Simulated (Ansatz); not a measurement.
(FSi)4O6 adamantane (Si4O6F4): single points at one geometry.

```yaml
crystal:
  periodic: [false, false, false]
  atoms:
    - {symbol: Si, position_ang: [-0.481595, 1.630604, 0.278587]}
    - {symbol: F, position_ang: [-0.928268, 3.143037, 0.536982]}
    - {symbol: O, position_ang: [0.102559, 1.409558, -1.275497]}
    - {symbol: Si, position_ang: [0.588767, -0.157593, -1.611503]}
    - {symbol: F, position_ang: [1.134846, -0.303825, -3.106210]}
    - {symbol: O, position_ang: [1.754951, -0.561177, -0.479067]}
    - {symbol: Si, position_ang: [1.245176, -0.428843, 1.110865]}
    - {symbol: F, position_ang: [2.400106, -0.826595, 2.141235]}
    - {symbol: O, position_ang: [0.730685, 1.149992, 1.329610]}
    - {symbol: O, position_ang: [-0.102554, -1.409550, 1.275493]}
    - {symbol: Si, position_ang: [-1.352346, -1.044154, 0.222032]}
    - {symbol: F, position_ang: [-2.606684, -2.012629, 0.428005]}
    - {symbol: O, position_ang: [-1.754948, 0.561190, 0.479060]}
    - {symbol: O, position_ang: [-0.730693, -1.149985, -1.329612]}
basis:
  gaussian: {orbitals: def2-SVP, initial_orbitals: start.molden}
magnetization: {spin_polarized: true, initial_magnetization: 2}
hamiltonian: {xc: r2scan, dispersion: d4}
scf: {omitted_lower_state_checks: [starts]}
output: {orbitals: {seedname: orbitals}}
```

The file start.molden holds the orbitals of an earlier run on this structure, at another level or in another basis.

```sh
$ ansatz run in.yaml --threads 4 --pin off --events-out ev --progress --plain --max-ram 6963MiB
```

Output, abridged:

```
Functional definition: r2SCAN
2234 factors; their error is unknown
mean field evaluation 1: about -54633.2828 eV, gradient 4.8e0 eV
mean field evaluation 2: about -54633.3825 eV, gradient 2.4e-1 eV
mean field evaluation 4: about -54633.2109 eV, gradient 4.3e-2 eV
mean field evaluation 8: about -54633.0442 eV, gradient 6.1e0 eV
mean field evaluation 16: about -54633.2219 eV, gradient 5.4e-3 eV
mean field -54633.22195711 eV, -2007.7338751959 hartree, gradient 2.8e-6 eV, S^2 2.004212; 0 other end points of the search recorded, 0 dependent functions left out
reference -54633.22197438 eV, -2007.7338758306 hartree; 71, 69 occupied and 141, 143 virtual orbitals, 2234 factors
Total energy: -54633.40900382 eV, -2007.7407490358 hartree
Checks for a lower state left out: starts
```

Run time 75 s (4 threads of Arm Neoverse V2 on a shared host), peak host memory 1 GiB.

The first input with `gaussian: {orbitals: def2-SVP}`, `hamiltonian: {xc: pbe0, dispersion: d4}` (abridged; 52 s):

```
Functional definition: PBE0
mean field evaluation 16: about -54608.9573 eV, gradient 4.6e-2 eV
mean field evaluation 32: about -54608.9624 eV, gradient 1.9e-2 eV
mean field -54608.96240493 eV, -2006.8423530970 hartree, gradient 6.2e-6 eV, S^2 2.006736
Total energy: -54609.61939959 eV, -2006.8664972054 hartree
Checks for a lower state left out: starts
```

First input, but with `hamiltonian: {xc: pbe, dispersion: d4}` (abridged; 20 s):

```
Functional definition: PBE
mean field evaluation 16: about -54607.4425 eV, gradient 2.1e-5 eV
mean field -54607.44252919 eV, -2006.7864986938 hartree, gradient 3.6e-6 eV, S^2 2.001648
Total energy: -54608.21026341 eV, -2006.8147124058 hartree
Checks for a lower state left out: starts
```

Geometry: PBE-D4/def2-SVP, that of the neutral singlet.

At r2SCAN-D4/def2-SVP, PBE-D4/def2-SVP an occupied level of the charge 0 triplet lies above an empty one (by up to 0.28 eV), so this SCF solution is probably not the lowest. At r2SCAN-D4/def2-SVP, PBE-D4/def2-SVP the gap within one spin of the charge 0 triplet nearly closes, so an electron or hole may be smeared out by delocalisation error. At PBE0-D4/def2-SVP a singlet of charge 0 lies 8.29 eV below the triplet at the same geometry.
